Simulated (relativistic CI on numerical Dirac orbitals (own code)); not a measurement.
# Spin-allowed bands of a d8 ion in an octahedral site, by hand

Problem. Take Δ = 12950 cm⁻¹ and B = 860 cm⁻¹ for a d8 ion in an octahedral site. Calculate the three spin-allowed bands.

Working.
1. The terms of highest spin are 3F (energy 0) and 3P (15B = 12900 cm⁻¹). Here the F term splits into A2 at −1.2Δ = -15540, T2 at −0.2Δ = -2590 and T1 at +0.6Δ = 7770 cm⁻¹.
2. The two T1 states mix through the element 0.4Δ: H = [[7770, 5180], [5180, 12900]], with roots ½(H₁₁ + H₂₂) ∓ ½√[(H₂₂ − H₁₁)² + 4H₁₂²] = ½(20670) ∓ ½(11561) = 4555 and 16115 cm⁻¹.
3. The ground term is 3A2 at -15540 cm⁻¹.
4. Bands: 3T2 12950 cm⁻¹ (772 nm), 3T1(F) 20095 cm⁻¹ (498 nm), 3T1(P) 31655 cm⁻¹ (316 nm).

Check. Exact diagonalisation of the whole d8 shell with these parameters gives 3T2 12950, 3T1 20095, 3T1 31655 cm⁻¹. The match is exact, since without spin-orbit coupling no other term has this spin. The ratio of the second band to the first, 1.552, depends on Δ/B = 15.1 alone, which is how a Tanabe-Sugano diagram is read.
